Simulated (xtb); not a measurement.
C4H11As, septet, at the geometry of the source list (a higher spin typed on purpose: for a closed-shell molecule this is an excited state); GFN1-xTB (xtb).

Input for xtb:
```
$ xtb mol.xyz --gfn 1 --chrg 0 --uhf 6 --json

# file mol.xyz
16

C     -0.08740000     1.16880000     0.76160000
C      0.00820000    -0.09490000    -0.08360000
C     -0.10500000    -1.32450000     0.81330000
C     -1.10940000    -0.10710000    -1.12230000
As     1.77300000    -0.19690000    -1.06620000
H     -1.03760000     1.20090000     1.29690000
H     -0.02260000     2.05890000     0.13380000
H      0.71770000     1.20280000     1.49660000
H     -0.02570000    -2.24060000     0.22260000
H     -1.05540000    -1.33510000     1.34390000
H      0.69840000    -1.32720000     1.55240000
H     -1.06060000    -1.01630000    -1.72710000
H     -1.01950000     0.75420000    -1.78950000
H     -2.08880000    -0.06700000    -0.64170000
H      1.81890000     1.27520000    -1.36110000
H      2.59580000     0.04890000     0.17040000
```

It wrote (shortened):

```
   ID    Z sym.   atoms
    1    6 C      1-4
    2   33 As     5
    3    1 H      6-16

           -------------------------------------------------
          |                Calculation Setup                |
           -------------------------------------------------

           -------------------------------------------------
          |                 G F N 1 - x T B                 |
           -------------------------------------------------

          ...................................................
          :                      SETUP                      :
          :.................................................:
          :  # basis functions                  48          :
          :  # atomic orbitals                  47          :
          :  # shells                           33          :
          :  # electrons                        32          :
          :  # halogen bonds                     0          :
          :  max. iterations                   250          :
          :  Hamiltonian                  GFN1-xTB          :
          :  restarted?                      false          :
          :  GBSA solvation                  false          :
          :  PC potential                    false          :
          :  electronic temp.          300.0000000     K    :
          :  accuracy                    1.0000000          :
          :  -> integral cutoff          0.2500000E+02      :
          :  -> integral neglect         0.1000000E-07      :
          :  -> SCF convergence          0.1000000E-05 Eh   :
          :  -> wf. convergence          0.2000000E-04 e    :
          :  Broyden damping             0.4000000          :
          :  net charge                          0          :
          :  unpaired electrons                  6          :
          ...................................................

 iter      E             dE          RMSdq      gap      omega  full diag
   1    -15.9869530 -0.159870E+02  0.678E+00    0.08       0.0  T
   2    -15.9241468  0.628062E-01  0.460E+00    0.02       1.0  T
   3    -14.6958312  0.122832E+01  0.497E+00    0.19       1.0  T
   4    -14.6373444  0.584869E-01  0.546E+00    1.20       1.0  T
   5    -15.8564428 -0.121910E+01  0.212E+00    0.04       1.0  T
   6    -16.0523066 -0.195864E+00  0.129E+00    0.16       1.0  T
   7    -16.0754526 -0.231460E-01  0.112E+00    0.08       1.0  T
   8    -16.0877131 -0.122605E-01  0.914E-01    0.19       1.0  T
[...]
         :: total energy             -15.945781333417 Eh    ::
[...]
     6H    -0.00231  0.05045   1.002  0.000  0.000
     7H    -0.03115  0.02191   1.031  0.000  0.000
     8H    -0.03032  0.02283   1.030  0.000  0.000
     9H    -0.02414  0.02902   1.024  0.000  0.000
    10H     0.00578  0.05877   0.994  0.000  0.000
    11H    -0.03338  0.01988   1.033  0.000  0.000
    12H    -0.02070  0.03244   1.021  0.000  0.000
    13H    -0.02844  0.02461   1.028  0.000  0.000
    14H     0.00517  0.05779   0.995  0.000  0.000
    15H     0.05733  0.12091   0.943  0.000  0.000
    16H     0.05700  0.12001   0.943  0.000  0.000

Wiberg/Mayer (AO) data.
largest (>0.10) Wiberg bond orders for each atom

 ---------------------------------------------------------------------------
     #   Z sym  total        # sym  WBO       # sym  WBO       # sym  WBO
 ---------------------------------------------------------------------------
     1   6 C    3.783 --     2 C    0.973     6 H    0.911     7 H    0.909
                             8 H    0.908
     2   6 C    3.475 --     1 C    0.973     4 C    0.950     3 C    0.928
                             5 As   0.416
     3   6 C    3.781 --     2 C    0.928     9 H    0.916    11 H    0.916
                            10 H    0.902
     4   6 C    3.789 --     2 C    0.950    12 H    0.916    13 H    0.912
                            14 H    0.894
     5  33 As   2.186 --    15 H    0.691    16 H    0.689     2 C    0.416
     6   1 H    1.027 --     1 C    0.911
     7   1 H    1.031 --     1 C    0.909
     8   1 H    1.019 --     1 C    0.908
     9   1 H    1.068 --     3 C    0.916
    10   1 H    1.028 --     3 C    0.902
    11   1 H    1.049 --     3 C    0.916
    12   1 H    1.054 --     4 C    0.916
    13   1 H    1.064 --     4 C    0.912
    14   1 H    1.030 --     4 C    0.894
    15   1 H    0.839 --     5 As   0.691
    16   1 H    0.834 --     5 As   0.689
 ---------------------------------------------------------------------------

Topologies differ in total number of bonds
Writing topology from bond orders to xtbtopo.mol

 dipole moment from electron density (au)
     X       Y       Z
  -0.6179   0.5440   0.7357  total (Debye):    2.806

           -------------------------------------------------
          | TOTAL ENERGY              -15.945781333417 Eh   |
          | GRADIENT NORM               0.186895090315 Eh/α |
          | HOMO-LUMO GAP               0.010959487074 eV   |
           -------------------------------------------------

normal termination of xtb
```
